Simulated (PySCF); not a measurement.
**Radial density of B (boron, neutral)**

UHF, [He] 2s1 2p1 3d1, one real determinant (an excited configuration). Computed with PySCF 2.14 in aug-cc-pwCVDZ, with no relativity, point nucleus.

```tsv
r (bohr)	4πr²ρ (e/bohr)	4πr²(ρα − ρβ)
0.00670	0.03729	0.0010
0.0113	0.1013	0.0027
0.0190	0.2644	0.0071
0.0319	0.6590	0.0176
0.0536	1.502	0.0398
0.0902	2.971	0.0768
0.152	4.620	0.1112
0.255	4.875	0.0988
0.429	2.787	0.0884
0.722	0.9544	0.4102
1.21	1.077	1.0570
2.04	0.8950	0.8949
3.44	0.4282	0.4282
5.78	0.1334	0.1334
9.72	6.080e-05	0.0001
```

⟨L²⟩ = 8.01 against 12 for a pure F term, so this real determinant mixes terms. The outer electron is Rydberg-like, and this basis confines it to a smaller radius and binds it less than a complete one would. At UHF the highest occupied level has a positive energy, so only the finite basis holds that electron; for this excited configuration the basis is too tight for the outer shell.
